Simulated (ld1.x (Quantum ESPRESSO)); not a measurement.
**nickel (Ni): one change to a TM potential, before and after**

* Element: nickel (Ni)
* Generator: ld1.x (Quantum ESPRESSO) 7.5
* Type: norm-conserving Troullier–Martins (Kleinman–Bylander form)
* Functional: PBE
* Relativity: scalar-relativistic
* Frozen core: [Ne] 3s2
* Valence charge: 16
* Reference configuration: 3p6 3d8 4s1.5 4p0 (charge +0.5)
* Partial waves: 4s (bound): rc 1.75 bohr; 3p (bound): rc 1.15 bohr; 3d (bound): rc 1.00 bohr
* Local potential: the d channel
* Core correction: none

Change: wave 3p (bound): rc 1.15 bohr becomes 3p (bound): rc 1.70 bohr.

Cutoffs: the cutoffs (Ry, on a coarse ladder) from which the occupation-weighted sum of valence levels, in a spherical-Bessel basis at the reference potential, stays within 10 and 1 mRy of its value at 400 Ry; they do not see the model core or the augmentation charge, which bear on the density cutoff. Errors are all-electron minus pseudo energies relative to the spin-unpolarised reference configuration.

Task: How do hardness, ghosts and transferability respond?

Result: The potential gets neither clearly harder nor softer (230 Ry and 300 Ry → 230 Ry and 300 Ry); both files keep a bound ghost (s); of the 7 tests that both files solve, the error grows in 2 and shrinks in 1 by more than 15 % and 0.3 meV (median size 17.3 → 28.7 meV); the range in which the p phases agree narrows (upper end at the end of the scan → 0.1).

```tsv
quantity	base	changed
cutoff, loose	230 Ry	230 Ry
cutoff, tight	300 Ry	300 Ry
loose cutoff by channel (10 mRy a level)	s 6 Ry, p 70 Ry, d 180 Ry	s 6 Ry, p 55 Ry, d 180 Ry
bound ghosts	s	s
error for 3p6 3d8 4s2 4p0, meV [ΔE -3.72 eV]	+0.1	+0.1
error for 3p6 3d8 4s1 4p0, meV [ΔE 5.61 eV]	-1.3	-1.4
error for 3p6 3d8 4s0 4p0, meV [ΔE 22.96 eV]	-17	-18
error for 3p6 3d6 4s0 4p0, meV [ΔE 117.98 eV]	+126	+60
error for 3p6 3d9 4s1 4p0, meV [ΔE -5.31 eV]	-25	-29
error for 3p6 3d9 4s0 4p0, meV [ΔE 2.60 eV]	-84	-91
error for 3p6 3d8 4s1 4p1, meV [ΔE 0.88 eV]	-13	-82
s: phases at 1.89 bohr within 0.05 rad from the reference energy up to (Ry; the scan ends near 5)	0.2	0.2
p: phases at 1.89 bohr within 0.05 rad from the reference energy up to (Ry; the scan ends near 5)	to the end of the scan	0.1
d: phases at 1.89 bohr within 0.05 rad from the reference energy up to (Ry; the scan ends near 5)	2.8	2.8
```

Base: These tests converged, but a pseudo level misses the all-electron one widely, so the file describes the atom poorly there or has found another state: 3p6 3d6 4s0 4p0: empty 4s by 13.3 eV (a node warning on the way). Changed file: These tests converged, but a pseudo level misses the all-electron one widely, so the file describes the atom poorly there or has found another state: 3p6 3d6 4s0 4p0: empty 4s by 13.4 eV (a node warning on the way). A true bound ghost makes a file unfit for plane-wave use even where its test errors are small: the radial tests pick states by their node count and pass the ghost by.
